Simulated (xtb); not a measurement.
indium atom (In), doublet (GFN-xTB shapes and energies of metal compounds can be far from the true ones); xtb 6.7.1 with GFN2-xTB with ALPB(hexane).

The xtb input:
```
$ xtb mol.xyz --gfn 2 --uhf 1 --alpb hexane --json

# file mol.xyz
1

In     0.00000000     0.00000000     0.00000000
```

Question: Predict the main parts of the log of this xtb run.

Answer: 
```
   ID    Z sym.   atoms
    1   49 In     1

           -------------------------------------------------
          |                Calculation Setup                |
           -------------------------------------------------

           -------------------------------------------------
          |                 G F N 2 - x T B                 |
           -------------------------------------------------

      * Solvation model:               ALPB
        Solvent                        hexane
        Parameter file                 internal GFN2-xTB/ALPB
        Dielectric constant                1.8800E+00
        Reference state                gsolv [1 M gas/solution]
        Free energy shift                  4.8134E-03 Eh       3.0204E+00 kcal/mol
        Temperature                        2.9815E+02 K
        Density                            6.6000E-01 kg/L
        Solvent mass                       8.6180E+01 g/mol
        Interaction kernel             P16
        Born radius scaling (c1)           1.1040E+00
        Born radii integrator          GBOBC
        Born offset                        0.0000E+00 a0       0.0000E+00 AA
        H-bond correction              false
        Ion screening                  false
        Surface tension                    1.0000E-05 Eh       1.5569E+01 dyn/cm
        Grid points                               230 per atom

          ...................................................
          :                      SETUP                      :
          :.................................................:
          :  # basis functions                  10          :
          :  # atomic orbitals                   9          :
          :  # shells                            3          :
          :  # electrons                         3          :
          :  max. iterations                   250          :
          :  Hamiltonian                  GFN2-xTB          :
          :  restarted?                      false          :
          :  GBSA solvation                   true          :
          :  PC potential                    false          :
          :  electronic temp.          300.0000000     K    :
          :  accuracy                    1.0000000          :
          :  -> integral cutoff          0.2500000E+02      :
          :  -> integral neglect         0.1000000E-07      :
          :  -> SCF convergence          0.1000000E-05 Eh   :
          :  -> wf. convergence          0.1000000E-03 e    :
          :  Broyden damping             0.4000000          :
          :  net charge                          0          :
          :  unpaired electrons                  1          :
          ...................................................

 iter      E             dE          RMSdq      gap      omega  full diag
   1     -1.1300398 -0.113004E+01  0.711E-14    0.00       0.0  T
   2     -1.1300398  0.000000E+00  0.568E-14    0.00       0.0  T
   3     -1.1300398  0.000000E+00  0.438E-14    0.00       0.0  T

   *** convergence criteria satisfied after 3 iterations ***

         :::::::::::::::::::::::::::::::::::::::::::::::::::::
         ::                     SUMMARY                     ::
         :::::::::::::::::::::::::::::::::::::::::::::::::::::
         :: total energy              -1.130039820143 Eh    ::
         :: total w/o Gsasa/hb        -1.125937778890 Eh    ::
         :: gradient norm              0.000000000000 Eh/a0 ::
         :: HOMO-LUMO gap              0.000000000000 eV    ::
         ::.................................................::
         :: SCC energy                -1.130039820143 Eh    ::
         :: -> isotropic ES            0.000000000000 Eh    ::
         :: -> anisotropic ES          0.000000000000 Eh    ::
         :: -> anisotropic XC          0.000000000000 Eh    ::
         :: -> dispersion              0.000000000000 Eh    ::
         :: -> Gsolv                  -0.004102041253 Eh    ::
         ::    -> Gelec               -0.000000000000 Eh    ::
         ::    -> Gsasa               -0.008915397073 Eh    ::
         ::    -> Ghb                  0.000000000000 Eh    ::
         ::    -> Gshift               0.004813355820 Eh    ::
         :: repulsion energy           0.000000000000 Eh    ::
         :: add. restraining           0.000000000000 Eh    ::
         :: total charge              -0.000000000000 e     ::
         :::::::::::::::::::::::::::::::::::::::::::::::::::::

           -------------------------------------------------
          |                Property Printout                |
           -------------------------------------------------

    * Orbital Energies and Occupations

         #    Occupation            Energy/Eh            Energy/eV
      -------------------------------------------------------------
         1        2.0000           -0.4792446             -13.0409
         2        0.3333           -0.1656345              -4.5071 (HOMO)
         3        0.3333           -0.1656345              -4.5071 (LUMO)
         4        0.3333           -0.1656345              -4.5071
         5                         -0.0296077              -0.8057
         6                         -0.0296077              -0.8057
         7                         -0.0296077              -0.8057
         8                         -0.0296077              -0.8057
         9                         -0.0296077              -0.8057
      -------------------------------------------------------------
                  HL-Gap            0.0000000 Eh            0.0000 eV
             Fermi-level           -0.2443662 Eh           -6.6495 eV

     #   Z          covCN         q      C6AA      α(0)
     1  49 In       0.000    -0.000   775.155    72.881

 Mol. C6AA /au·bohr⁶  :        775.154620
 Mol. C8AA /au·bohr⁸  :     114626.531992
 Mol. α(0) /au        :         72.881387

Wiberg/Mayer (AO) data.
largest (>0.10) Wiberg bond orders for each atom

 ---------------------------------------------------------------------------
     #   Z sym  total        # sym  WBO       # sym  WBO       # sym  WBO
 ---------------------------------------------------------------------------
     1  49 In   0.000
 ---------------------------------------------------------------------------

molecular dipole:
                 x           y           z       tot (Debye)
 q only:        0.000       0.000       0.000
   full:        0.000       0.000       0.000       0.000
molecular quadrupole (traceless):
                xx          xy          yy          xz          yz          zz
 q only:        0.000       0.000       0.000       0.000       0.000       0.000
  q+dip:        0.000       0.000       0.000       0.000       0.000       0.000
   full:        0.000       0.000       0.000       0.000       0.000       0.000

           -------------------------------------------------
          | TOTAL ENERGY               -1.130039820143 Eh   |
          | GRADIENT NORM               0.000000000000 Eh/α |
          | HOMO-LUMO GAP               0.000000000000 eV   |
           -------------------------------------------------

normal termination of xtb
```
